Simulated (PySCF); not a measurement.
Basis-set dependence of excited states

Species: hexachloroethane, C₂Cl₆.
Atom-mapped SMILES: `[Cl:1][C:2]([Cl:3])([Cl:4])[C:5]([Cl:6])([Cl:7])[Cl:8]`

Geometry (PBE0-D3(BJ)/def2-SVP, Å), atoms numbered from 1 in this order:
```
atom  x, y, z in Å
Cl1   -1.274    1.469   -0.946
C2    -0.736    0.217    0.180
Cl3   -1.803   -1.186    0.059
Cl4   -0.770    0.848    1.830
C5     0.737   -0.214   -0.184
Cl6    1.275   -1.465    0.941
Cl7    1.804    1.190   -0.063
Cl8    0.772   -0.845   -1.835
```

TDDFT with PBE0 (PySCF), vertical singlets, core orbitals frozen in the response, spherical d and f functions. Isolated species at its PBE0-D3(BJ)/def2-SVP geometry, gas phase.

Compare 6-31G*, def2-SVP, 6-31+G*, def2-SVPD, aug-cc-pVDZ and def2-TZVP for this molecule.

```tsv
basis	functions	diffuse	S1 (eV)	S2 (eV)	S3 (eV)	S4 (eV)	S5 (eV)	LUMO (eV)	α (au)
6-31G*	136	no	6.24	6.38	6.53	6.53	6.62	-1.16	79.1
def2-SVP	136	no	6.73	6.81	6.81	6.84	6.92	-0.46	74.7
6-31+G*	168	yes	6.17	6.30	6.44	6.44	6.54	-1.35	92.9
def2-SVPD	202	yes	6.23	6.40	6.50	6.50	6.50	-1.26	104.7
aug-cc-pVDZ	208	yes	6.20	6.34	6.47	6.47	6.57	-1.22	104.3
def2-TZVP	284	no	6.25	6.38	6.52	6.53	6.61	-1.08	94.4
```

States are compared by their number. Against the largest diffuse basis here (aug-cc-pVDZ, itself not a converged limit), sets without diffuse functions differ by up to 0.53 eV in S1 and 0.35 eV in S5; the smaller diffuse sets differ by up to 0.04 and 0.07 eV. State by state, the largest deviation of a set without diffuse functions is S1 0.53, S2 0.47, S3 0.34, S4 0.37, S5 0.35 eV. The same number needn't mean the same state in each row. Against aug-cc-pVDZ the polarisability deviates by -24% in 6-31G*, -28% in def2-SVP, -11% in 6-31+G*, 0% in def2-SVPD, -10% in def2-TZVP.
